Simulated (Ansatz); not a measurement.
Cl2CrO2, charge +1, doublet (typed; the unrestricted solution is spin-contaminated), at a GFN2-xTB geometry (such geometries of metal compounds can be far from the true shape) (the multiplicity is a formal guess). Base run: PBE0/STO-3G (Ansatz, a first-principles code).

Ansatz was given this input:
Ansatz 0.2 input:
```yaml
crystal:
  periodic: [false, false, false]
  atoms:
    - {symbol: Cr, position_ang: [0.35013682, -0.06111891, 0.11288913]}
    - {symbol: O, position_ang: [1.43054935, -0.59187197, -0.87155890]}
    - {symbol: O, position_ang: [0.77826299, 0.20630785, 1.58371164]}
    - {symbol: Cl, position_ang: [-0.36525016, 1.69461310, -0.64793416]}
    - {symbol: Cl, position_ang: [-1.16850175, -1.42688565, 0.15343057]}
basis:
  gaussian:
    orbitals: STO-3G
hamiltonian:
  xc: pbe0
total_charge: 1
magnetization: {spin_polarized: true, initial_magnetization: 1}
```

The bond that is stretched is that between atoms 2 and 1. A test that says stable can miss a lower solution.

The base run was repeated with changes; each row names its change, and settings that it needs were set with it.

```tsv
change	ΔE vs base (mEh)	<S^2>	stability test says
base	0.000	0.873	minimum
spin_polarized = on; lower_state_search = off	0.000	0.873	undecided (no full test)
spin_polarized = on; lower_state_search = standard	0.000	0.873	minimum
bond × 1.25	70.016	1.259	minimum
spin_polarized = on; lower_state_search = off; bond × 1.25	70.016	1.259	undecided (no full test)
spin_polarized = on; lower_state_search = standard; bond × 1.25	70.016	1.259	minimum
bond × 1.5	121.9	1.857	minimum
spin_polarized = on; lower_state_search = off; bond × 1.5	121.9	1.857	undecided (no full test)
spin_polarized = on; lower_state_search = standard; bond × 1.5	121.9	1.857	minimum
bond × 1.8	150.3	1.897	minimum
spin_polarized = on; lower_state_search = off; bond × 1.8	150.3	1.897	undecided (no full test)
spin_polarized = on; lower_state_search = standard; bond × 1.8	150.3	1.897	minimum
bond × 2.2	178.9	1.977	minimum
spin_polarized = on; lower_state_search = off; bond × 2.2	178.9	1.977	undecided (no full test)
spin_polarized = on; lower_state_search = standard; bond × 2.2	178.9	1.977	minimum
bond × 3.0	184.7	2.126	minimum
spin_polarized = on; lower_state_search = off; bond × 3.0	184.7	2.126	undecided (no full test)
spin_polarized = on; lower_state_search = standard; bond × 3.0	184.7	2.126	minimum
```

On stretching, the SCF can end on different states; <S^2> shows the spin contamination of each.
